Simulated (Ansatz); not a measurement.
The cluster Au₂F₂⁻. Charge -1, multiplicity 2. Geometry r2SCAN-D4/def2-TZVPD; atoms count from 1.

| atom | x (Å) | y (Å) | z (Å) |
| --- | --- | --- | --- |
| Au1 | -0.2867 | -0.0427 | -0.5419 |
| Au2 | 0.9536 | 0.1420 | 1.8024 |
| F3 | -1.1513 | 1.7096 | -0.3359 |
| F4 | 0.4844 | -1.8088 | -0.9247 |

In the def2 sets Au takes a core potential; there is no spin–orbit coupling. The structure comes from a short search, and lower isomers may exist.

Q: Estimate the Mulliken populations from the PBE0/def2-TZVPD orbitals of Ansatz.

A: 
```json
{"atom": "Au1", "charge (e)": "0.37", "spin (α − β)": "0.23", "d electrons": "9.36"}
{"atom": "Au2", "charge (e)": "-0.21", "spin (α − β)": "0.71", "d electrons": "9.91"}
{"atom": "F3", "charge (e)": "-0.58", "spin (α − β)": "0.03", "d electrons": "–"}
{"atom": "F4", "charge (e)": "-0.58", "spin (α − β)": "0.03", "d electrons": "–"}
```
Mulliken values depend strongly on the basis. With diffuse functions, as here, like atoms can get unlike values, and bond orders can come out too low or too high.

Q: Where does the spin sit?

A: Summed by element: Au 0.94, F 0.06, of 1 unpaired in all. Largest on single atoms: Au2 0.71, Au1 0.23, F3 0.03.

Q: And the Mayer bond orders between heavy atoms (over 0.3)?

A: Au1–Au2 0.69 (2.66 Å); Au1–F3 0.46 (1.96 Å); Au1–F4 0.46 (1.96 Å).
